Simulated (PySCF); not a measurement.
SMILES C[Si]([SiH2]OC)(C)C (C4H14OSi2), singlet, GFN2-xTB optimised geometry.

```
21

C      2.11    -2.04     0.00
O      1.26    -0.93     0.00
Si    -0.37    -0.93     0.00
Si    -0.78     1.34     0.00
C     -0.08     2.23    -1.55
C     -0.08     2.23     1.54
C     -2.68     1.60     0.00
H      1.94    -2.65    -0.89
H      3.14    -1.68     0.00
H      1.95    -2.65     0.89
H     -0.86    -1.72    -1.15
H     -0.86    -1.72     1.15
H     -0.28     3.30    -1.52
H     -0.52     1.83    -2.46
H      0.99     2.10    -1.62
H     -0.27     3.30     1.51
H      0.99     2.09     1.62
H     -0.53     1.84     2.46
H     -3.14     1.15    -0.87
H     -2.93     2.65    -0.01
H     -3.14     1.16     0.88
```

Density from PySCF with B3LYP/def2-SVP at that geometry.

Minimum of the electron density along straight lines between bonded atoms, close to the bond critical point (lines longer than 1.1 times the sum of covalent radii, or with two minima, are not listed):

```tsv
bond	length / Å	ρ at the minimum / e bohr⁻³	∇²ρ there / e bohr⁻⁵	position (fraction from the first atom)
C1–O2	1.392	0.261	-0.32	0.34
O2–Si3	1.629	0.127	1.08	0.59
Si4–C5	1.916	0.108	0.30	0.38
Si4–C6	1.916	0.108	0.30	0.38
Si4–C7	1.910	0.108	0.32	0.38
C1–H8	1.093	0.282	-1.07	0.63
C1–H9	1.091	0.284	-1.09	0.64
C1–H10	1.093	0.282	-1.07	0.63
Si3–H11	1.477	0.114	0.32	0.49
Si3–H12	1.476	0.115	0.32	0.49
C5–H13	1.087	0.272	-0.97	0.62
C5–H14	1.086	0.272	-0.97	0.62
C5–H15	1.086	0.273	-0.98	0.62
C6–H16	1.087	0.271	-0.97	0.62
C6–H17	1.086	0.273	-0.98	0.62
C6–H18	1.087	0.272	-0.97	0.62
C7–H19	1.086	0.272	-0.97	0.62
C7–H20	1.085	0.272	-0.97	0.62
C7–H21	1.086	0.272	-0.97	0.62
```
